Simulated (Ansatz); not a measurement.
Reaction (formal exchange of groups at a C–C bond): `BC(C)=N` + fluoromethane → `BC(=N)CF` + CH₄

Computed with Ansatz on PBE0-D4/def2-TZVP structures; ΔE is electronic, products minus reactants. CCSD(T)/CBS is the MP2 limit (def2-TZVPP, def2-QZVPP) plus CCSD(T) − MP2 in def2-TZVPP, frozen cores. This one scheme is used for every species. One conformer a species, not always the lowest.

`BC(C)=N`:

Z-matrix (Å, degrees):
```
C
C 1 1.490
H 1 1.095 2 110.2
H 1 1.091 2 110.4 3 120.8
H 1 1.094 2 110.4 3 -117.6
N 2 1.281 1 119.4 3 -122.7
B 2 1.551 1 125.5 3 67.4
H 6 1.025 2 111.6 1 176.8
H 7 1.195 2 119.7 1 -132.5
H 7 1.197 2 119.9 1 54.6
```

`CF`:

Cartesian coordinates in Å:
```
C 0.017 -0.047 0.034
F -0.378 1.022 -0.737
H -0.869 -0.563 0.410
H 0.617 0.318 0.871
H 0.612 -0.729 -0.578
```

`BC(=N)CF`:

Z-matrix (Å, degrees):
```
C
F 1 1.383
C 1 1.501 2 109.7
H 1 1.094 2 108.4 3 -121.8
H 1 1.096 2 107.8 3 119.9
N 3 1.273 1 124.4 2 -157.6
B 3 1.566 1 120.1 2 30.4
H 6 1.025 3 112.2 1 -0.8
H 7 1.195 3 119.0 1 52.2
H 7 1.191 3 120.3 1 -131.2
```

CH₄:

Cartesian coordinates in Å:
```
C 0.000 0.000 0.000
H 0.923 -0.367 0.447
H 0.130 1.039 -0.300
H -0.808 -0.069 0.727
H -0.245 -0.603 -0.874
```

| species | CCSD(T)/CBS(def2) energy (Eh) |
| --- | --- |
| `BC(C)=N` | -159.16440 |
| `CF` | -139.63461 |
| `BC(=N)CF` | -258.33905 |
| CH₄ | -40.46206 |

**Question.** Work out ΔE.

**Answer.** ΔE = (-258.33905) + (-40.46206) − (-159.16440) − (-139.63461) = -0.00210 Eh = -5.5 kJ/mol.

Largest T1 diagnostic among the species: 0.015.

At CCSD(T), def2-SVP lies −8.7 kJ/mol from the extrapolated value and def2-TZVPP −2.0 kJ/mol. Leaving LDA and LC-ωPBE aside and taking each functional with its dispersion term where it has one, the values, not all of them listed here, spread over 8.3 kJ/mol, from ωB97X-V to PBE-D4. From BLYP to BHLYP (50 % exact exchange), in def2-TZVPP and without D4, ΔE moves by −5.5 kJ/mol.
